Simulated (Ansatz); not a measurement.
Frontier orbitals of CdClH2N (`[NH2][Cd][Cl]`).

```
atom   x (Å)   y (Å)   z (Å)
  N1   0.533   0.875   0.450
 Cd2  -0.232  -0.852  -0.229
 Cl3  -0.959  -2.899  -0.903
  H4   0.806   1.484  -0.313
  H5  -0.148   1.392   0.995
```

Total charge 0; spin multiplicity 1. Correlated methods include outer-core shells of Cd, which these sets cover unevenly. Cd takes the def2 core potential. The geometry is a stationary point of PBE0-D4/def2-TZVP. It is one conformer, not always the lowest. Basis def2-TZVPP, Ansatz.

```
functional  HOMO (eV)  LUMO (eV)
 CAM-B3LYP      -8.80      -0.48
```

(1) Give HOMO and LUMO (eV) with LDA (SPW92), PBE, revPBE, BLYP, r2SCAN, B97M-V, PBE0, B3LYP, r2SCANh, r2SCAN0, HSE06 (plane-wave form), BHLYP, LC-ωPBE, ωB97X-V, ωB97M-V, HF. (Best estimate.)

Results:

(1) Ansatz gave: 
```
             functional    HOMO   LUMO
            LDA (SPW92)   -6.30  -2.45
                    PBE   -6.08  -2.20
                 revPBE   -6.00  -2.09
                   BLYP   -5.96  -2.18
                 r2SCAN   -6.34  -1.93
                 B97M-V   -6.37  -2.10
                   PBE0   -7.39  -1.34
                  B3LYP   -7.17  -1.67
                r2SCANh   -6.84  -1.62
                r2SCAN0   -7.59  -1.18
HSE06 (plane-wave form)   -6.99  -1.70
                  BHLYP   -8.62  -0.61
                LC-ωPBE  -10.16   0.79
                ωB97X-V   -9.79   0.60
                ωB97M-V   -9.70   0.34
                     HF  -10.55   1.39
```

B3LYP here is the variant with VWN-RPA as its local correlation; programs differ in this. LC-ωPBE has ω = 0.4 bohr⁻¹. Positive LUMOs are unbound and depend on the basis.
